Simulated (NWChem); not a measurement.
CrHSO₂Cl; SMILES [Cr]([OH])([Cl])(=[S])=[O]

```xyz
6

Cr    -0.2560     0.1385    -0.0149
O     -1.0624     0.2112     1.3132
S      1.1589     1.5596    -0.0314
Cl     0.6760    -1.7855    -0.1338
O     -1.3114     0.3869    -1.3762
H     -2.2457     0.1480    -1.1930
```
Atoms are numbered in this order, from 1.

Program: NWChem. Pople sets run with spherical d functions. Geometry: optimised at PBE-D3(BJ)/def2-SVP. Vzz is the largest principal value of the second derivative of the potential at the nucleus (NWChem prints the opposite sign); η is the asymmetry. Non-relativistic.

```csv
level,Vzz Cr1 (a.u.),η Cr1,Vzz O2 (a.u.),η O2,Vzz S3 (a.u.),η S3,Vzz Cl4 (a.u.),η Cl4
CAM-B3LYP/6-31G*,-0.510,0.29,-0.436,0.63,-1.478,0.60,1.689,0.29
CAM-B3LYP/def2-SVP,-0.466,0.29,-0.444,0.69,-1.481,0.65,1.808,0.30
PBE0/def2-SVP,-0.480,0.39,-0.440,0.61,-1.251,0.59,1.717,0.31
PBE0/6-31G*,-0.512,0.26,[?],[?],[?],[?],[?],0.30
```

**Question.** Fill in the missing entries.

**Answer.** 
- PBE0/6-31G*, Vzz O2 (a.u.): -0.431
- PBE0/6-31G*, η O2: 0.54
- PBE0/6-31G*, Vzz S3 (a.u.): -1.267
- PBE0/6-31G*, η S3: 0.52
- PBE0/6-31G*, Vzz Cl4 (a.u.): 1.642
